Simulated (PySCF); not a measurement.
# Zn (zinc, neutral) across methods

[Ar] 3d9 4s2 4p1, one real determinant (an excited configuration). All numbers are calculated (PySCF 2.14, a scalar-relativistic core potential, in aug-cc-pVDZ-PP with ECP10MDF (5s5p4d2f, 54 functions)).

```tsv
method	E (hartree)	mean ε 4s α (eV)	mean ε 4s β (eV)	mean ε 4p α (eV)	Σ⟨r²⟩ (bohr²)	⟨S²⟩
PBE	-226.6885	-8.972	-8.184	-3.229	40.65	2.003
wB97M-V	-226.5334	-12.253	-11.198	-5.721	40.60	2.003
r2SCAN	-226.5915	-9.257	-8.384	-3.496	40.05	2.007
LDA	-226.2775	-9.226	-8.500	-3.222	40.40	2.001
UHF	-225.62077	-12.420	-10.399	-6.126	41.25	2.010
LC-wPBE	-226.7178	-12.817	-11.397	-6.447	39.82	2.008
PBEsol	-226.4126	-9.013	-8.208	-3.200	40.51	2.003
PBE0	-226.6447	-10.010	-8.960	-4.085	40.45	2.005
BHandHLYP	-226.5455	-10.931	-9.780	-4.711	40.51	2.005
```

⟨L²⟩ = 8.01 against 12 for a pure F term, so this real determinant mixes terms. Energies and moments cover only the electrons outside the core potential.
